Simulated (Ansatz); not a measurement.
One geometry of [SnH3]- (SnH₃⁻), several levels of theory.

```yaml
crystal:
  periodic: [false, false, false]
  atoms:
    - {symbol: Sn, position_ang: [-0.005676, 0.005667, 0.761796]}
    - {symbol: H, position_ang: [1.508757, -0.031767, -0.242466]}
    - {symbol: H, position_ang: [-0.725597, 1.318018, -0.269175]}
    - {symbol: H, position_ang: [-0.777473, -1.291918, -0.250155]}
basis:
  gaussian: {orbitals: def2-TZVPD, initial_orbitals: start.molden}
total_charge: -1
hamiltonian: {xc: pbe}
correlation: {method: rpa}
scf: {omitted_lower_state_checks: [starts]}
```

The file start.molden holds the orbitals of an earlier run on this structure, at another level or in another basis.

```sh
$ ansatz run in.yaml --threads 4 --pin off --events-out ev --progress --plain --max-ram 3916MiB
```

Output, abridged:

```
Functional definition: PBE
  name "PBE"
  cite "Perdew, Burke & Ernzerhof, Phys. Rev. Lett. 77, 3865 (1996) doi:10.1103/PhysRevLett.77.3865"
  parent pbe
  parameter kappa = 0.804
  parameter beta = 0.06672455060314922
  exchange = pbe_x(kappa = kappa, mu = beta*pi^2/3)
  correlation = pbe_c(beta = beta)
these checks for a lower state are left out or cut short: starts
741 factors; integrals over basis functions are off by at most 8.5e-4 eV
mean field evaluation 1: about -5880.2089 eV, gradient 4.2e0 eV
mean field evaluation 2: about -5880.2521 eV, gradient 4.4e-2 eV
mean field evaluation 4: about -5880.2524 eV, gradient 3.0e-5 eV
mean field -5880.25241727 eV, -216.0952905565 hartree, gradient 7.9e-7 eV, S^2 0.000000; 0 other end points of the search recorded, 0 dependent functions left out
4 core orbitals not correlated: weight in the atoms' cores, before any rotation towards them, 1.000 or more for the frozen orbitals, at most 0.000 for the correlated occupied ones
reference -5851.93352589 eV, -215.0545904936 hartree; 9, 9 occupied and 70, 70 virtual orbitals, 741 factors
Total energy: -5866.53913488 eV, -215.5913367237 hartree
Checks for a lower state left out: starts
```

It took 0.85 s on 4 threads of Intel Xeon Platinum 8488C on a shared host.

First input, but with `hamiltonian: {xc: {name: PBE-QIDH}}` and without the key `correlation` (abridged; 0.65 s):

```
Functional definition: PBE-QIDH
mean field -5871.47688723 eV, -215.7727957759 hartree, gradient 1.4e-6 eV, S^2 0.000000
4 core orbitals not correlated: weight in the atoms' cores, before any rotation towards them, 1.000 or more for the frozen orbitals, at most 0.000 for the correlated occupied ones
second order -10.64197091 eV of doubles, -0.00000000 eV of singles
Total energy: -5875.02422274 eV, -215.9031579514 hartree
Checks for a lower state left out: starts
```

First input, but with `gaussian: {orbitals: "def2-TZVPPD.json", initial_orbitals: start.molden}`, `correlation: {method: ccsd_t}`, `output: {orbitals: {seedname: orbitals}}` and without the key `hamiltonian` (abridged; 2.6 s):

```
Functional definition: HF
mean field -5852.54238621 eV, -215.0769656975 hartree, gradient 4.0e-6 eV, S^2 0.000000
4 core orbitals not correlated: weight in the atoms' cores, before any rotation towards them, 1.000 or more for the frozen orbitals, at most 0.000 for the correlated occupied ones
second order -9.75738895 eV of doubles, -0.00000000 eV of singles
cycle   1  -9.76129531 eV  change   -3.9e-3 eV  update   8.8e-2
cycle   2  -10.09352895 eV  change   -3.3e-1 eV  update   2.7e-2
cycle   3  -10.12514891 eV  change   -3.2e-2 eV  update   1.3e-2
cycle   4  -10.11816405 eV  change    7.0e-3 eV  update   4.5e-3
cycle   5  -10.11831756 eV  change   -1.5e-4 eV  update   1.6e-3
cycle   6  -10.11822598 eV  change    9.2e-5 eV  update   5.2e-4
cycle   7  -10.11810723 eV  change    1.2e-4 eV  update   1.8e-4
cycle   8  -10.11816930 eV  change   -6.2e-5 eV  update   8.4e-5
cycle   9  -10.11816716 eV  change    2.1e-6 eV  update   2.4e-5
cycle  10  -10.11815444 eV  change    1.3e-5 eV  update   7.1e-6
perturbative correction -0.28225664 eV, -0.0103727401 hartree
Total energy: -5862.94279729 eV, -215.4591737551 hartree
Checks for a lower state left out: starts
```

As the first input, with `gaussian: {orbitals: def2-SVPD, initial_orbitals: start.molden}`, `hamiltonian: {xc: pbe0, dispersion: d4}`, `output: {orbitals: {seedname: orbitals}}` and without the key `correlation` (abridged; 0.25 s):

```
Functional definition: PBE0
mean field -5880.25392978 eV, -216.0953461400 hartree, gradient 1.1e-5 eV, S^2 0.000000
Total energy: -5880.31354591 eV, -216.0975369925 hartree
Checks for a lower state left out: starts
```

As the first input, with `hamiltonian: {xc: {name: revPBE}, dispersion: d4}`, `output: {orbitals: {seedname: orbitals}}` and without the key `correlation` (abridged; 0.31 s):

```
Functional definition: revPBE
mean field -5881.84710523 eV, -216.1538942582 hartree, gradient 3.7e-5 eV, S^2 0.000000
Total energy: -5882.07338215 eV, -216.1622097815 hartree
Checks for a lower state left out: starts
```

First input, but with `hamiltonian: {xc: {name: BHLYP}, dispersion: d4}`, `output: {orbitals: {seedname: orbitals}}` and without the key `correlation` (abridged; 0.45 s):

```
Functional definition: BHLYP
mean field -5878.48499015 eV, -216.0303388078 hartree, gradient 6.8e-6 eV, S^2 0.000000
Total energy: -5878.57619652 eV, -216.0336905802 hartree
Checks for a lower state left out: starts
```

First input, but with `hamiltonian: {xc: pbe, dispersion: d4}`, `output: {orbitals: {seedname: orbitals}}` and without the key `correlation` (abridged; 0.25 s):

```
Functional definition: PBE
mean field -5880.25242464 eV, -216.0952908272 hartree, gradient 4.0e-5 eV, S^2 0.000000
Total energy: -5880.32468673 eV, -216.0979464101 hartree
Checks for a lower state left out: starts
```

Geometry: PBE-D4/def2-TZVPD.

In the def2 sets Sn takes a core potential; there is no spin–orbit coupling. Correlated methods freeze 4 core orbitals; core or outer-core shells of Sn are correlated, in sets that lack core-valence functions. At revPBE-D4/def2-TZVPD, PBE-D4/def2-TZVPD the highest occupied level of the charge -1 singlet lies above zero (up to 0.45 eV). By energy differences its removal costs 2.38 eV (vertical, to the charge 0 doublet, at CCSD(T)/def2-TZVPPD).
